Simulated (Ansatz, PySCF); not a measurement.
This PySCF input computes a B3LYP/def2-TZVPD energy:

```python
from pyscf import gto, scf, dft

mol = gto.M(
    atom='''
    B    -0.69550610    0.84456933   -0.96910073
    H    -1.34476674    0.15754573   -1.73723420
    O    -0.52308448    2.08483335   -0.86299569
    Se    0.23658860   -0.62929762    0.36130393
    H     0.96296081    0.33705993    1.20236960
    ''',
    basis='def2-tzvpd',
    charge=-1,
    spin=0,
    verbose=4,
)

mf = dft.RKS(mol, xc='b3lyp').density_fit(auxbasis='def2-universal-jkfit')
mf.grids.level = 3
mf.conv_tol = 1e-9
mf.max_cycle = 100
mf.max_memory = 1500
mf.kernel()
if not mf.converged:
    mf = mf.newton()
    mf.kernel(mf.make_rdm1())
mf.analyze()
```

### Question
Write an input for the same energy in Ansatz (a program for electronic structure) and say what it gives.

### Answer

Ansatz 0.2 input:
```yaml
crystal:
  periodic: [false, false, false]
  atoms:
    - {symbol: B, position_ang: [-0.69550610, 0.84456933, -0.96910073]}
    - {symbol: H, position_ang: [-1.34476674, 0.15754573, -1.73723420]}
    - {symbol: O, position_ang: [-0.52308448, 2.08483335, -0.86299569]}
    - {symbol: Se, position_ang: [0.23658860, -0.62929762, 0.36130393]}
    - {symbol: H, position_ang: [0.96296081, 0.33705993, 1.20236960]}
basis:
  gaussian:
    orbitals: def2-TZVPD
hamiltonian:
  xc: {name: B3LYP}
total_charge: -1
output: {forces: true}
```
It gives -2503.03279 Eh, and PySCF -2503.03287 Eh, a difference of 0.08 mEh, from the treatment of integrals and grids.

It need not be the lowest isomer of its formula. Whether it binds its extra electron was not tested at this geometry.
